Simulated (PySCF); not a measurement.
Al(Cl)(Me)(SMe) (C2H6AlClS), SMILES [Cl][Al]([CH3])[S]C. Atoms are numbered in the order given.

```xyz
11

Al    -0.1194     0.3598     0.3445
Cl     0.8036     2.2354     0.0311
C     -1.3273     0.0635     1.8433
H     -2.3313    -0.2337     1.4960
H     -1.4348     0.9757     2.4509
H     -0.9592    -0.7416     2.5016
S      0.3962    -1.1619    -1.1254
C     -0.5762    -2.6176    -0.5366
H     -1.1481    -2.4012     0.3757
H      0.1184    -3.4440    -0.3334
H     -1.2728    -2.9200    -1.3303
```

The structure is a stationary point at B3LYP-D3(BJ)/def2-SVP. The structure was generated by enumeration; whether it is a known compound was not checked. Other conformers were not sampled.

Vertical ionisation energy (IE) and electron affinity (EA) in eV. Rows of orbital energies are one-electron estimates. Where ΔSCF, EOM or ADC give a negative EA the extra electron is unbound and the value depends on the basis.

```json
[
 {"level": "−ε(HOMO), −ε(LUMO), CAM-B3LYP/def2-TZVP (PySCF)", "IE": "8.53", "EA": "-0.34"},
 {"level": "−ε(HOMO), −ε(LUMO), PBE/def2-TZVP (PySCF)", "IE": "[?]", "EA": "[?]"}
]
```

Task: Complete the blanks. (The exact figures need the calculation; the answer reports its results.)

Result: 
- −ε(HOMO), −ε(LUMO), PBE/def2-TZVP (PySCF), IE: 6.05
- −ε(HOMO), −ε(LUMO), PBE/def2-TZVP (PySCF), EA: 1.38
